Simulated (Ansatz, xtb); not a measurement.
## C5H6O2Se: which of two isomers lies lower

We compare X, `C[Se][C@@H]1C=COC1=O`, a singlet, with Y, `O=C(O)[C@@H]1CC=C[Se]1`, a singlet. Both are isolated molecules in the gas phase, relaxed with PBE-D3(BJ)/def2-SVP; each stands in its lowest conformer found.

Problem. Estimate which is lower in electronic energy at CCSD(T)/def2-SVP + ΔMP2/def2-TZVPP, and by roughly how much.

Solution. The CCSD(T)/def2-SVP + ΔMP2/def2-TZVPP calculation puts structure Y lower, by 12.7 kcal/mol.

The same difference at several levels:

```tsv
level	geometry	E(Y) − E(X) (kcal/mol)	departure from the last row (kcal/mol)	job, with rough time for the two
GFN2-xTB	GFN2-xTB	−1.2	+11.5	optimisation, 0.51 s
HF/STO-3G	GFN2-xTB	+0.8	+13.5	single point, 0.9 s
r2SCAN-D4/def2-SVP	GFN2-xTB	−10.6	+2.1	single point, 4.3 s
PBE-D3(BJ)/def2-SVP	PBE-D3(BJ)/def2-SVP	−9.7	+3.0	optimisation, 54 s
HF/def2-SVP	PBE-D3(BJ)/def2-SVP	−12.6	+0.1	part of the CCSD(T) run
MP2/def2-SVP	PBE-D3(BJ)/def2-SVP	−14.2	−1.5	part of the CCSD(T) run
CCSD(T)/def2-SVP	PBE-D3(BJ)/def2-SVP	−13.2	−0.5	single point
CCSD(T)/def2-SVP + ΔMP2/def2-TZVPP	PBE-D3(BJ)/def2-SVP	−12.7		single point, 2.1 min
```

As drawn, Y has 1 C–C, 1 O–H in place of 1 C–O, 1 C–H.

HF/STO-3G puts the two in the other order. The largest departure from CCSD(T)/def2-SVP + ΔMP2/def2-TZVPP is that of HF/STO-3G, 13.5 kcal/mol. The last row adds to CCSD(T) the change of the MP2 difference between the two basis sets, here +0.5 kcal/mol.

With thermal terms from frequencies at re-optimised GFN2-xTB minima (ideal gas, soft modes damped towards free rotors, one conformer each, 298.15 K, 1 atm): the zero-point term adds +0.9 kcal/mol; ΔH is −12.1 and ΔG −11.5 kcal/mol.

The correlated steps freeze 16 core orbitals; the filled d shell of Se is correlated, in a basis made for valence electrons. Run with Ansatz 0.2.0, xtb 6.7.1; the last row on 4 threads of Intel(R) Xeon(R) Platinum 8259CL CPU @ 2.50GHz (Skylake/Cascade Lake) on a shared host.
